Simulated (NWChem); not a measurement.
System meant: CH3ClSe; SMILES C[Se]Cl

Here is an NWChem input.

```
start job
memory heap 200 mb stack 900 mb global 1100 mb
geometry units angstroms noautoz
  Se    -0.462277     0.473310     0.000901
  Cl     0.181698    -1.620122    -0.000898
  C      1.299140     1.269546     0.000877
  H      1.131192     2.357783     0.004197
  H      1.849612     0.985244    -0.904915
  H      1.851487     0.980223     0.903943
end
basis spherical
  * library def2-svp
end
dft
  odft
  mult 2
  xc pbe0
  iterations 150
  mulliken
end
task dft energy
```

End of the output:

```
                                 NWChem DFT Module
                                 -----------------

 Summary of "ao basis" -> "ao basis" (spherical)
 ------------------------------------------------------------------------------
       Tag                 Description            Shells   Functions and Types
 ---------------- ------------------------------  ------  ---------------------
 Se                         def2-svp                12       32   5s4p3d
 Cl                         def2-svp                 8       18   4s3p1d
 C                          def2-svp                 6       14   3s2p1d
 H                          def2-svp                 3        5   2s1p

 Summary of "ao basis" -> "ao basis" (spherical)
 ------------------------------------------------------------------------------
       Tag                 Description            Shells   Functions and Types
 ---------------- ------------------------------  ------  ---------------------
 Se                         def2-svp                12       32   5s4p3d
 Cl                         def2-svp                 8       18   4s3p1d
 C                          def2-svp                 6       14   3s2p1d
 H                          def2-svp                 3        5   2s1p

      Symmetry analysis of basis
      --------------------------

        a'         54
        a"         25

  number of electrons :                   60
  multiplicity        :                    2
 ------------------------------------------------------------------------
  no. of electrons and multiplicity not compatible                  60
 ------------------------------------------------------------------------
 ------------------------------------------------------------------------
  current input line :
    21: task dft energy
 ------------------------------------------------------------------------
 ------------------------------------------------------------------------
 There is an error in the input file
 ------------------------------------------------------------------------
 For more information see the NWChem manual at https://nwchemgit.github.io

0: no. of electrons and multiplicity not compatible:Received an Error in Communication
```

**Question.** Can this run be used? If not, why, and what is the fix?

**Answer.** The program refused the input. Cause: the multiplicity doesn't fit the number of electrons (an even count wants an odd multiplicity, and the reverse). This input runs:
```
start job
memory heap 200 mb stack 900 mb global 1100 mb
geometry units angstroms noautoz
  Se    -0.462277     0.473310     0.000901
  Cl     0.181698    -1.620122    -0.000898
  C      1.299140     1.269546     0.000877
  H      1.131192     2.357783     0.004197
  H      1.849612     0.985244    -0.904915
  H      1.851487     0.980223     0.903943
end
basis spherical
  * library def2-svp
end
dft
  xc pbe0
  iterations 150
  mulliken
end
task dft energy
```
It converges to -2900.70949 Ha (PBE0/def2-SVP).
